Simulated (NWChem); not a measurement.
System: C$_{2}$H$_{3}$BrF$_{2}$; SMILES FC(F)CBr

```xyz
8

F     -1.2897     1.5590     0.0772
C     -0.0080     1.4137    -0.3021
F      0.6457     2.5628    -0.0141
C      0.6548     0.2989     0.4717
Br    -0.1085    -1.4185     0.0456
H      0.0220     1.2531    -1.3941
H      0.5266     0.4774     1.5474
H      1.7234     0.2622     0.2275
```
Atoms are numbered in this order, from 1.

Level: PBE0/def2-SVP (NWChem), optimised geometry, unscaled harmonic frequencies. This build's default masses of Se (78.918 u) and Br (79.917 u) are each other's, which moves their modes by up to 0.6 %.

| frequency (cm⁻¹) | IR intensity (km/mol) |
|---|---|
| 100 | 3.6 |
| 180 | 3.2 |
| 335 | 1.8 |
| 462 | 14.5 |
| 570 | 5.0 |
| 739 | 25.2 |
| 863 | 3.8 |
| 1029 | 25.5 |
| 1142 | 178.4 |
| 1169 | 74.9 |
| 1226 | 63.3 |
| 1250 | 2.6 |
| 1393 | 17.1 |
| 1428 | 26.6 |
| 1446 | 53.3 |
| 3102 | 28.9 |
| 3128 | 5.0 |
| 3211 | 0.0 |

```
Quantity                                                                            Value
-----------------------------------------------------------------------  ----------------
zero-point energy                                                           32.5 kcal/mol
thermal correction to the enthalpy at 298.15 K (with zero-point energy)     36.4 kcal/mol
heat capacity Cv                                                         16.6 cal/(mol K)
entropy at 298.15 K and 1 atm (symmetry number 1)                        77.2 cal/(mol K)
dipole moment                                                                      1.41 D
```

Rigid rotor and harmonic oscillator.
